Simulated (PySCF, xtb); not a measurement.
TaCl4, SMILES [Cl][Ta+]([Cl])([Cl])[Cl], charge +1, multiplicity 1.

xtb with GFN2-xTB at its own geometry gives an orbital gap of 3.59 eV.

Geometry optimised at PBE-D3(BJ)/def2-SVP. The spin state was assumed, not searched. The isomer is the one that the SMILES or the coordinates give; other isomers of the formula were not compared. The def2 effective core potentials stand for the cores of Ta; spin–orbit coupling is left out.

### Question
What does HF/def2-TZVP run with PySCF give? (Estimate from the structure and the level; the computed values follow.)

### Answer
gap 12.92 eV (levels -18.26 and -5.34 eV).
